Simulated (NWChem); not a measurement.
## Lowest excitation of HOZn (+1)

```xyz
3

Zn     0.1356    -0.3973     0.0000
O     -0.3444     1.3092     0.0000
H     -1.3122     1.4460     0.0000
```
Charge +1, spin multiplicity 1.

Everything below was run with NWChem. Structure: optimised with B3LYP/def2-SVP, a minimum by its harmonic frequencies.

Basis set: def2-SVPD.

| method | lowest vertical singlet excitation energy (eV) | relative cost | difference from EOM-CCSD |
|---|---|---|---|
| TD-BHandHLYP | 2.50 | under 3 | -0.20 |
| TD-PBE | 1.72 | 1 | -0.99 |
| EOM-CCSD | 2.70 | under 3 | 0.00 |
| CIS | 4.00 | under 3 | +1.30 |
| TD-B3LYP | 1.94 | under 3 | -0.77 |

The values span 2.29 eV, from TD-PBE (lowest) to CIS (highest). The cost column gives rough processor time relative to TD-PBE; each entry includes its own SCF.

The correlated methods keep 10 core orbitals frozen. B3LYP has NWChem's definition, with VWN1-RPA local correlation. The spin multiplicity of the parent species was assumed, not shown to be that of its ground state. The structure started from a generated list of species. Differences from the coupled-cluster row are differences between methods, not errors against experiment.
